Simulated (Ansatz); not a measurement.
ClGeH7Si2 (`[SiH3][GeH2][SiH2]Cl`), 11 atoms. Total charge 0; spin multiplicity 1. Correlated methods include outer-core shells of Ge, which these sets cover unevenly. Scalar relativity is left out up to krypton. All runs use 4 threads of an Arm Neoverse V2 on a shared host. Correlated methods freeze the cores.

(1) Give the basis size and wall time and peak host memory of each of these runs in Ansatz. RKS PBE0-D4/def2-TZVP frequencies; RHF-MP2/def2-QZVPP energy; RKS PBE0-D4/def2-SVP energy; RKS BHLYP-D4/def2-TZVPP energy; RKS ωB97M-V/def2-SVP energy; RKS ωB97X-V/def2-TZVPP energy; RKS SPW92 (LDA)/def2-TZVPP energy; RKS PBE0-D4/def2-QZVPP energy; direct RPA on PBE orbitals/def2-TZVPP energy; RKS ωB97M-V/def2-QZVPP energy; RHF-CCSD(T)/def2-TZVPP energy; RKS B3LYP-D4/def2-TZVPP energy and forces. (An estimate is asked.)

Answers

(1) Ansatz gave: Other jobs shared the machine, so times are rough.

| level | job | functions | wall time | peak host memory (GiB) |
| --- | --- | --- | --- | --- |
| RKS PBE0-D4/def2-SVP | energy | 121 | 1.6 s | 0.29 |
| RKS SPW92 (LDA)/def2-TZVPP | energy | 272 | 1.6 s | 0.43 |
| RKS BHLYP-D4/def2-TZVPP | energy | 272 | 5.5 s | 1 |
| direct RPA on PBE orbitals/def2-TZVPP | energy | 272 | 6.5 s | 0.65 |
| RKS ωB97M-V/def2-SVP | energy | 121 | 7 s | 0.44 |
| RKS B3LYP-D4/def2-TZVPP | energy and forces | 272 | 7.5 s | 0.98 |
| RKS ωB97X-V/def2-TZVPP | energy | 272 | 12 s | 1.1 |
| RKS PBE0-D4/def2-QZVPP | energy | 509 | 15 s | 2.6 |
| RKS ωB97M-V/def2-QZVPP | energy | 509 | 30 s | 3 |
| RHF-MP2/def2-QZVPP | energy | 509 | 31 s | 3.3 |
| RKS PBE0-D4/def2-TZVP | frequencies | 201 | 3.2 min | 0.68 |
| RHF-CCSD(T)/def2-TZVPP | energy | 272 | 4 min | 6.4 |

B3LYP here is the variant with VWN-RPA as its local correlation; programs differ in this.
